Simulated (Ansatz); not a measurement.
Redistribution: CBrClF2 + CHBr3 → CHBrF2 + CBr3Cl

Species: CBrClF2 `FC(F)(Cl)Br`, singlet; CHBr3 (bromoform) `BrC(Br)Br`, singlet; CHBrF2 (bromodifluoromethane) `FC(F)Br`, singlet; CBr3Cl (tribromochloromethane) `ClC(Br)(Br)Br`, singlet. The partners trade Cl for H; both sit on C, so the bond types are kept.

Shapes, held fixed at every level: PBE0-D4/def2-TZVP. Programs: Ansatz 0.2.0. The zero-point and thermal change to 298 K, harmonic and unscaled (PBE0-D4/def2-TZVP), is +0.6 kJ/mol.

| level | kind | ΔH(298 K) (kJ/mol) | less CCSD(T)/def2-TZVPP |
| --- | --- | --- | --- |
| HF/def2-SVP | Hartree–Fock | +35.3 | +11.0 |
| HF/def2-TZVPP | Hartree–Fock | +35.0 | +10.7 |
| r2SCAN-D4/def2-TZVPP | meta-GGA | +29.1 | +4.8 |
| BHLYP-D4/def2-TZVPP | global hybrid | +25.9 | +1.6 |
| PBE0-D4/def2-TZVPP | global hybrid | +26.6 | +2.3 |
| MP2/def2-TZVPP | perturbation theory | +18.0 | -6.3 |
| CCSD/def2-TZVPP | coupled cluster or CI | +26.4 | +2.1 |
| CCSD(T)/def2-TZVPP | coupled cluster or CI | +24.3 | 0.0 |

The highest level, CCSD(T)/def2-TZVPP, gives ΔH(298 K) = +24.3 kJ/mol; the levels span +18.0 to +35.3. The column of differences is taken from that level and isn't an error. No measured value is set beside it here. Relativity is left out for Br. Outer-core shells of Br are correlated, in sets that cover them unevenly.
